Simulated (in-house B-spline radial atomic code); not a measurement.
The numbers below are computed, except where a source is named.
Weak and strong correlation along the adiabatic connection

Two-electron singlets in several external potentials (atomic units), by full CI in B-splines with partial waves to l = 8 (correlation energies up to 0.6 % small). The repulsion is scaled by λ at fixed density; W(λ) is the mean repulsion less the Hartree energy, W(0) = E_x, and the area under W from 0 to 1 is E_xc.

Relative drop (W(λ) − E_x)/E_x:

```csv
system,λ = 0.12,λ = 0.25,λ = 0.4,λ = 0.6,λ = 0.8,λ = 1
"−V exp(−r²/w²), V = 13.5, w = 4.0",0.0139,0.0280,0.0430,0.0613,0.0777,0.0925
"ω²r²/2 − Z/r, ω = 0.464, Z = -0.5",0.0280,0.0544,0.0807,0.1101,0.1342,0.1544
"−Z/r, Z = 1.1, wall at 0.91 bohr",0.0060,0.0123,0.0193,0.0282,0.0368,0.0449
"−Z/r, Z = 8",0.0023,0.0048,0.0077,0.0114,0.0151,0.0186
"−Z/r, Z = 2.2",0.0098,0.0199,0.0309,0.0447,0.0575,0.0694
"ω²r²/2 − Z/r, ω = 0.247, Z = -1",0.0492,0.0916,0.1297,0.1678,0.1959,0.2174
"−V exp(−r²/w²), V = 1.62, w = 7.27",0.0338,0.0646,0.0940,0.1257,0.1509,0.1714
```

Q: Order the systems by how far second-order (GL2) theory, half the initial slope (estimated from the first points of each curve), overshoots the correlation energy, least first.
A. −V exp(−r²/w²), V = 13.5, w = 4.0
B. −Z/r, Z = 1.1, wall at 0.91 bohr
C. ω²r²/2 − Z/r, ω = 0.247, Z = -1
D. −Z/r, Z = 8
E. −V exp(−r²/w²), V = 1.62, w = 7.27
F. −Z/r, Z = 2.2
G. ω²r²/2 − Z/r, ω = 0.464, Z = -0.5

A: D (GL2/E_c = 1.03), B (GL2/E_c = 1.08), F (GL2/E_c = 1.13), A (GL2/E_c = 1.19), G (GL2/E_c = 1.38), E (GL2/E_c = 1.49), C (GL2/E_c = 1.67).

Q: What else changes along this order?

A: The ratio follows the bend of the curve. With it the leading natural occupation goes from 1.999 to 1.836 and −T_c/E_c from 0.97 to 0.59 between the first and the last.
